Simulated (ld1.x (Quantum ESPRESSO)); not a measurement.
nitrogen (N): one change to a PAW potential, before and after

| Quantity | Value |
| --- | --- |
| Element | N (Z = 7) |
| Generator | ld1.x (Quantum ESPRESSO) 7.5 |
| Type | PAW |
| Functional | PW91 |
| Relativity | scalar-relativistic |
| Frozen core | [He] |
| Valence charge | 5 |
| Reference configuration | 2s1.5 2p3.5 |
| Partial waves | 2s (bound): rcut 0.95, rcutus 1.00 bohr; 2s channel at 0.3 Ry: rcut 0.95, rcutus 1.00 bohr; 2p (bound): rcut 1.30, rcutus 1.55 bohr; 2p channel at 0.65 Ry: rcut 1.30, rcutus 1.55 bohr; 3d channel at -0.15 Ry: rc 1.80 bohr |
| Local potential | the d channel |
| Core correction | Bessel-smoothed model core, default radius (core density twice the valence density) |
| Augmentation charge | PSQ, inside the norm-conserving radii |

Change: wave 3d channel at -0.15 Ry: rc 1.80 bohr becomes 3d channel at -0.15 Ry: rc 1.26 bohr.

Cutoffs: the cutoffs (Ry, on a coarse ladder) from which the occupation-weighted sum of valence levels, in a spherical-Bessel basis at the reference potential, stays within 10 and 1 mRy of its value at 400 Ry; they do not see the model core or the augmentation charge, which bear on the density cutoff. Errors are all-electron minus pseudo energies relative to the spin-unpolarised reference configuration.

Question: What does the change do?

Answer: The potential gets neither clearly harder nor softer (30 Ry and 45 Ry → 30 Ry and 45 Ry); of the 7 tests that both files solve, the error grows in 0 and shrinks in 4 by more than 15 % and 0.3 meV (median size 0.8 → 0.6 meV); neither file shows a bound ghost. Less of the atom is replaced, so other configurations are described better.

| quantity | base | changed |
| --- | --- | --- |
| cutoff, loose | 30 Ry | 30 Ry |
| cutoff, tight | 45 Ry | 45 Ry |
| bound ghosts | none | none |
| error for 2s2 2p3, meV [ΔE -5.74 eV] | +0.1 | +0.1 |
| error for 2s2 2p2, meV [ΔE 7.93 eV] | -0.6 | -0.6 |
| error for 2s2 2p1, meV [ΔE 36.89 eV] | -6.9 | -4.2 |
| error for 2s1 2p0, meV [ΔE 161.98 eV] | -46 | -30 |
| error for 2s1 2p4, meV [ΔE 5.75 eV] | -0.1 | -0.1 |
| error for 2s2 2p0, meV [ΔE 84.08 eV] | -20 | -6.3 |
| error for 2s0 2p5, meV [ΔE 17.25 eV] | -0.8 | -0.4 |
| lowest overlap eigenvalue by channel | s 0.55, p 0.97 | s 0.52, p 0.96 |
